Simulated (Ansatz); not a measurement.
This geometry of GaH3O (5 atoms, charge 0, multiplicity 1) is a first-order saddle point.

Theory: Ansatz 0.2.0, RKS PBE/def2-SVP.

```xyz
5
Properties=species:S:1:pos:R:3
Ga 0.231 0.137 -0.453
O 0.889 0.167 1.450
H 0.622 -0.497 2.125
H 1.681 -0.162 0.288
H -1.377 0.073 -0.581
```

Question: Which two structures does it join? (They come from a converged band through this point; their orientation in space is the band's.)

Answer: Bonds broken: Ga1–O2, Ga1–H4. Bonds formed: O2–H4. GaH3O becomes GaH + H2O.

Image 0:

```xyz
5
Properties=species:S:1:pos:R:3
Ga 0.477 -0.003 0.017
O 0.798 -0.147 1.789
H -0.014 -0.244 2.321
H 1.804 0.128 -0.808
H -1.020 -0.015 -0.491
```

Image 8:

```xyz
5
Properties=species:S:1:pos:R:3
Ga -0.233 0.906 -0.635
O 1.157 0.104 1.162
H 0.351 -0.477 1.192
H 1.881 -0.478 0.861
H -1.110 -0.336 0.248
```

Question: How far does it lie above each of them?

Answer: 2.24 eV above the first and 1.32 eV above the second. This is the barrier of this one path; another mechanism may lie lower. The orbitals stay closed-shell, which can raise the energy where a bond breaks towards radicals; this wasn't checked here.

Time of the run: 2.5 min on 1 thread of Arm Neoverse V1 (shared host), peak memory 0.1 GiB.
